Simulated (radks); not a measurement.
Values are calculated unless marked as measured or tabulated.
Task: A nucleus of charge 73.6 with 73 electrons, 73 electrons, occupied as [Xe] 4f14 5d3 6s2. Level of theory: Dirac Kohn-Sham, LDA (Slater exchange, Perdew-Wang correlation), spin-unpolarised, spherical densities, point nucleus; open shells fill j = l - 1/2 first (a radial shooting solver on a logarithmic mesh with Libxc functionals). Some entries of the table are withheld. Estimate them.

| orbital | occ. | eigenvalue (eV) | <1/r> (bohr^-1) | r(max) (bohr) |
|---|---|---|---|---|
| 1s1/2 | 2 | -68493.99 | 86.40 | 0.01155 |
| 2s1/2 | 2 | -11798.06 | 21.00 | 0.06638 |
| 2p1/2 | 2 | -11282.60 | 20.97 | 0.04935 |
| 2p3/2 | 4 | -9964.722 | 17.66 | 0.05615 |
| 3s1/2 | 2 | -2714.843 | 7.705 | 0.1870 |
| 3p1/2 | 2 | -2485.131 | 7.623 | 0.1751 |
| 3p3/2 | 4 | -2200.733 | 6.765 | 0.1891 |
| 3d3/2 | 4 | (1) | 6.661 | 0.1480 |
| 3d5/2 | 6 | (2) | 6.458 | 0.1519 |
| 4s1/2 | 2 | -561.0031 | 3.240 | 0.4244 |
| 4p1/2 | 2 | -466.0162 | 3.131 | 0.4242 |
| 4p3/2 | 4 | -400.0421 | 2.830 | 0.4539 |
| 4d3/2 | 4 | -243.7800 | 2.615 | 0.4507 |
| 4d5/2 | 6 | -231.6390 | 2.543 | 0.4602 |
| 5s1/2 | 2 | -82.0388 | 1.251 | 0.9727 |
| 5p1/2 | 2 | -54.0299 | (3) | 1.044 |
| 5p3/2 | 4 | -44.5218 | (4) | 1.130 |
| 4f5/2 | 6 | -36.4424 | 2.069 | (5) |
| 4f7/2 | 8 | -34.3052 | 2.038 | (6) |
| 6s1/2 | 2 | -9.9530 | 0.4190 | (7) |
| 5d3/2 | 3 | -9.6566 | 0.6659 | 1.488 |
| 5d5/2 | 0 | -8.9231 | 0.6400 | 1.537 |

Result: 
(1) 3d3/2 eigenvalue (eV): -1812.452
(2) 3d5/2 eigenvalue (eV): -1750.516
(3) 5p1/2 <1/r> (bohr^-1): 1.120
(4) 5p3/2 <1/r> (bohr^-1): 1.013
(5) 4f5/2 r(max) (bohr): 0.4303
(6) 4f7/2 r(max) (bohr): 0.4354
(7) 6s1/2 r(max) (bohr): 2.609
